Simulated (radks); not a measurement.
Problem. All-electron atom: Al2+ in [Ne] 5f1 (not the ground configuration). Calculated with a radial shooting solver on a logarithmic mesh with Libxc functionals: non-relativistic Kohn-Sham, PBEsol, spin-unpolarised, spherical densities, point nucleus. Some entries of the table are withheld. Estimate them.

orbital,occ.,eigenvalue (eV),<r^2> (bohr^2),r(max) (bohr)
1s,2,-1536.570,(1),(2)
2s,2,-138.4838,0.4683,0.4981
2p,6,(3),(4),0.4279
5f,1,(5),(6),11.05

Solution. 
(1) 1s <r^2> (bohr^2): 0.01961
(2) 1s r(max) (bohr): 0.07880
(3) 2p eigenvalue (eV): -100.6730
(4) 2p <r^2> (bohr^2): 0.4523
(5) 5f eigenvalue (eV): -4.2148
(6) 5f <r^2> (bohr^2): 121.3
